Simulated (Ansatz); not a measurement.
Relaxation of Ca7⁻ with UKS PBE/def2-SVPD.

```sh
$ ansatz run in.yaml --threads 4 --pin off --events-out ev --progress --plain --max-ram 4787MiB
```

```yaml
crystal:
  periodic: [false, false, false]
  atoms:
    - {symbol: Ca, position_ang: [-1.422150, 2.629450, -1.917810]}
    - {symbol: Ca, position_ang: [2.644970, 2.209780, -0.790610]}
    - {symbol: Ca, position_ang: [-0.396520, 2.242350, 2.397920]}
    - {symbol: Ca, position_ang: [-2.787220, -1.423070, 1.821100]}
    - {symbol: Ca, position_ang: [-0.551330, -4.243980, -0.014170]}
    - {symbol: Ca, position_ang: [1.372460, -1.846220, 2.620820]}
    - {symbol: Ca, position_ang: [1.139790, 0.431690, -4.117260]}
basis:
  gaussian: {orbitals: def2-SVPD}
total_charge: -1
magnetization: {spin_polarized: true, initial_magnetization: 1}
hamiltonian: {xc: pbe}
scf: {lower_state_search: "off"}
output: {orbitals: {seedname: orbitals}}
relax: {f_tol: 0.02, max_steps: 100}
```

It took 5.2 min on 4 threads of Arm Neoverse V2 on a shared host.

Positions (Å) and forces (eV/Å) at steps 1, 2, 3, 4, 5, 6, 7, 8, 9, 10, 11, 12, 13, 16, 19, 21 of 21:

```xyz
7
step=1 energy=-129005.8319 eV
Ca   -1.422    2.629   -1.918    0.378   -0.176    0.263
Ca    2.645    2.210   -0.791   -0.488   -0.109    0.023
Ca   -0.397    2.242    2.398    0.060   -0.306   -0.326
Ca   -2.787   -1.423    1.821    0.478    0.108   -0.030
Ca   -0.551   -4.244   -0.014    0.017    0.216    0.074
Ca    1.372   -1.846    2.621   -0.401    0.217   -0.223
Ca    1.140    0.432   -4.117   -0.044    0.051    0.220
7
step=2 energy=-129006.1103 eV
Ca   -1.413    2.496   -1.797    0.343   -0.182    0.269
Ca    2.555    2.077   -0.697   -0.459   -0.120    0.048
Ca   -0.402    2.262    2.418    0.060   -0.297   -0.315
Ca   -2.698   -1.313    1.720    0.448    0.125   -0.042
Ca   -0.503   -4.102   -0.139    0.024    0.218    0.045
Ca    1.366   -1.710    2.485   -0.368    0.235   -0.224
Ca    1.094    0.290   -3.992   -0.048    0.021    0.219
7
step=3 energy=-129006.3771 eV
Ca   -1.411    2.359   -1.677    0.301   -0.186    0.268
Ca    2.477    1.984   -0.625   -0.415   -0.124    0.063
Ca   -0.392    2.275    2.435    0.056   -0.277   -0.293
Ca   -2.615   -1.204    1.615    0.406    0.136   -0.054
Ca   -0.455   -3.961   -0.265    0.031    0.227    0.012
Ca    1.349   -1.601    2.384   -0.325    0.238   -0.219
Ca    1.048    0.147   -3.866   -0.053   -0.013    0.224
7
step=4 energy=-129006.6115 eV
Ca   -1.400    2.263   -1.587    0.255   -0.182    0.252
Ca    2.412    1.925   -0.576   -0.359   -0.119    0.067
Ca   -0.383    2.272    2.435    0.050   -0.252   -0.266
Ca   -2.548   -1.127    1.550    0.353    0.134   -0.059
Ca   -0.409   -3.819   -0.392    0.040    0.244   -0.024
Ca    1.325   -1.519    2.311   -0.278    0.226   -0.205
Ca    1.003    0.004   -3.741   -0.060   -0.051    0.236
7
step=5 energy=-129006.8192 eV
Ca   -1.384    2.193   -1.517    0.210   -0.172    0.227
Ca    2.359    1.883   -0.539   -0.297   -0.105    0.061
Ca   -0.376    2.262    2.426    0.043   -0.223   -0.234
Ca   -2.495   -1.074    1.510    0.293    0.122   -0.058
Ca   -0.365   -3.676   -0.517    0.047    0.262   -0.059
Ca    1.303   -1.451    2.251   -0.231    0.204   -0.186
Ca    0.960   -0.137   -3.614   -0.066   -0.087    0.249
7
step=6 energy=-129007.0693 eV
Ca   -1.339    2.110   -1.425    0.093   -0.149    0.159
Ca    2.275    1.837   -0.501   -0.141   -0.074    0.049
Ca   -0.363    2.207    2.370    0.025   -0.120   -0.124
Ca   -2.412   -1.014    1.472    0.141    0.088   -0.056
Ca   -0.325   -3.516   -0.622    0.044    0.235   -0.103
Ca    1.248   -1.364    2.175   -0.107    0.147   -0.144
Ca    0.916   -0.260   -3.469   -0.055   -0.127    0.220
7
step=7 energy=-129007.2274 eV
Ca   -1.323    2.013   -1.338    0.041   -0.145    0.104
Ca    2.236    1.797   -0.469   -0.028   -0.016    0.011
Ca   -0.353    2.169    2.333    0.008   -0.016   -0.014
Ca   -2.373   -0.963    1.433    0.028    0.029   -0.025
Ca   -0.292   -3.355   -0.726    0.004    0.156   -0.093
Ca    1.225   -1.280    2.090   -0.045    0.096   -0.129
Ca    0.880   -0.381   -3.322   -0.009   -0.105    0.146
7
step=8 energy=-129007.3419 eV
Ca   -1.301    1.849   -1.235    0.083   -0.192    0.109
Ca    2.250    1.807   -0.464    0.004    0.056   -0.018
Ca   -0.350    2.184    2.354    0.004    0.003    0.004
Ca   -2.388   -0.946    1.423   -0.009   -0.017    0.046
Ca   -0.306   -3.206   -0.843   -0.110    0.014    0.016
Ca    1.202   -1.181    1.949   -0.075    0.105   -0.183
Ca    0.893   -0.506   -3.183    0.104    0.031    0.027
7
step=9 energy=-129007.4663 eV
Ca   -1.248    1.682   -1.145    0.056   -0.233    0.076
Ca    2.269    1.863   -0.476    0.057    0.106   -0.016
Ca   -0.348    2.195    2.367   -0.004    0.043    0.045
Ca   -2.413   -0.959    1.468   -0.071   -0.032    0.095
Ca   -0.391   -3.166   -0.872   -0.157    0.006    0.000
Ca    1.155   -1.092    1.794   -0.033    0.084   -0.224
Ca    0.976   -0.524   -3.136    0.154    0.025    0.024
7
step=10 energy=-129007.6269 eV
Ca   -1.203    1.506   -1.069    0.052   -0.255    0.040
Ca    2.302    1.937   -0.486    0.071    0.148   -0.023
Ca   -0.348    2.215    2.389   -0.008    0.054    0.055
Ca   -2.454   -0.975    1.531   -0.094   -0.049    0.142
Ca   -0.493   -3.126   -0.905   -0.200    0.023   -0.010
Ca    1.121   -1.013    1.627   -0.015    0.057   -0.249
Ca    1.076   -0.544   -3.088    0.194    0.022    0.046
7
step=11 energy=-129007.8174 eV
Ca   -1.158    1.323   -1.010    0.043   -0.237   -0.009
Ca    2.334    2.030   -0.497    0.049    0.159   -0.031
Ca   -0.350    2.235    2.410   -0.010    0.045    0.048
Ca   -2.499   -0.996    1.617   -0.075   -0.054    0.164
Ca   -0.618   -3.078   -0.943   -0.225    0.050   -0.015
Ca    1.094   -0.948    1.450    0.004    0.016   -0.234
Ca    1.198   -0.565   -3.027    0.214    0.021    0.077
7
step=12 energy=-129008.0210 eV
Ca   -1.127    1.138   -1.007   -0.001   -0.169    0.019
Ca    2.352    2.156   -0.516   -0.016    0.108   -0.005
Ca   -0.355    2.249    2.426   -0.006   -0.014   -0.010
Ca   -2.536   -1.029    1.749    0.002   -0.002    0.114
Ca   -0.800   -3.014   -0.976   -0.185    0.079   -0.054
Ca    1.095   -0.928    1.268    0.026    0.029   -0.162
Ca    1.372   -0.572   -2.944    0.180   -0.031    0.099
7
step=13 energy=-129008.1408 eV
Ca   -1.131    1.007   -1.001   -0.040   -0.069   -0.027
Ca    2.326    2.249   -0.521   -0.034    0.059   -0.003
Ca   -0.360    2.233    2.413   -0.008   -0.022   -0.011
Ca   -2.522   -1.029    1.848    0.013    0.015    0.073
Ca   -0.967   -2.938   -1.031   -0.116    0.063   -0.047
Ca    1.121   -0.913    1.140    0.071   -0.016   -0.069
Ca    1.533   -0.608   -2.848    0.113   -0.030    0.084
7
step=16 energy=-129008.2053 eV
Ca   -1.193    0.917   -1.025   -0.011   -0.003   -0.004
Ca    2.233    2.349   -0.532    0.014    0.001   -0.007
Ca   -0.366    2.185    2.391   -0.002   -0.005   -0.004
Ca   -2.449   -1.011    1.964   -0.002   -0.004   -0.001
Ca   -1.187   -2.822   -1.135    0.001    0.008    0.005
Ca    1.202   -0.916    1.020    0.001   -0.004    0.007
Ca    1.759   -0.701   -2.683   -0.002    0.008    0.004
7
step=19 energy=-129008.2055 eV
Ca   -1.199    0.915   -1.025    0.000    0.000    0.000
Ca    2.243    2.346   -0.533    0.000    0.001    0.001
Ca   -0.367    2.185    2.385    0.001    0.000   -0.001
Ca   -2.450   -1.017    1.964   -0.001   -0.001    0.000
Ca   -1.186   -2.819   -1.132    0.000    0.000    0.001
Ca    1.202   -0.916    1.022    0.000    0.000    0.000
Ca    1.756   -0.694   -2.681    0.000    0.000    0.000
7
step=21 energy=-129008.2056 eV
Ca   -1.203    0.917   -1.025    0.003   -0.003    0.000
Ca    2.246    2.349   -0.527   -0.001    0.002    0.000
Ca   -0.360    2.190    2.379    0.001    0.000    0.000
Ca   -2.449   -1.026    1.959    0.000    0.000   -0.001
Ca   -1.191   -2.821   -1.128   -0.001    0.000    0.000
Ca    1.202   -0.914    1.020   -0.002   -0.001    0.001
Ca    1.756   -0.694   -2.677   -0.001    0.001    0.000
```

The highest occupied level of the charge -1 doublet lies above zero (up to 0.13 eV). It is a level of α spin, whose loss leaves a singlet; that state wasn't run at this geometry and level. The electron is either unbound and held by the finite basis, or the level is raised by self-interaction error. The relaxation made no stability test and no search for a lower SCF solution. The structure comes from a short search, and lower isomers may exist.
